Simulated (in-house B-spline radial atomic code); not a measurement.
Li+ is squeezed into an impenetrable sphere of radius R (the orbitals vanish at R). No spin polarisation. Level of theory: non-relativistic LDA VWN5, spherical fractional occupations, point nucleus; calculated with a B-spline radial code for spherical atoms.

Energies in eV above the free ion in 1s2:

```tsv
R (bohr)	highest level (eV)	1s2	-dE/dV in 1s2 (GPa)
8.83	-59.6	0	1.07e-11
5.96	-59.6	0	2.61e-06
4.74	-59.6	3.518e-05	0.000536
4.52	-59.6	8.424e-05	0.00141
3.53	-59.6	0.004119	0.111
3.07	-59.5	0.02432	0.851
2.47	-59.2	0.2357	12.4
2.04	-57.9	1.157	87.8
1.61	-53.4	5.561	673
1.39	-47.5	12.44	2040
```
